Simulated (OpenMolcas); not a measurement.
# CH4AlClO: a line through the functionals

CH4AlClO: 8 atoms, total charge 0, spin state singlet. SMILES: `C[O][AlH][Cl]`. The coordinates come from a PBE0-D4/def2-TZVP relaxation. This is one conformer, not always the lowest.

The vertical ionisation energy (to the doublet cation) y, in eV, basis 6-31G(d); a is the functional's share of exact exchange. Programs: OpenMolcas 26.06.

| functional | program | a | y (eV) |
| --- | --- | --- | --- |
| TPSS | OpenMolcas | 0 | 10.26 |
| r2SCAN | OpenMolcas | 0 | 10.43 |
| B3LYP | OpenMolcas | 0.2 | 10.58 |
| PBE0 | OpenMolcas | 0.25 | ? |
| BHLYP | OpenMolcas | 0.5 | 10.76 |

Problem. Fit y = c + s·a to the known rows and predict PBE0.

Solution. 
1. Means of the 4 rows: a = 0.1750, y = 10.508.
2. Σ(Δa)² = 0.1675, Σ(Δa·Δy) = 0.14075, so the slope is 0.14075/0.1675 = 0.8403.
3. Intercept: 10.508 − (0.8403) × 0.1750 = 10.361. The largest residual of the fit is 0.10.
4. PBE0: 10.361 + (0.8403) × 0.25 = 10.57 eV.

The run gave 10.65 eV, so the prediction is off by -0.08 eV, within the largest residual. The rows mix families of semi-local functionals, which the line can't see.
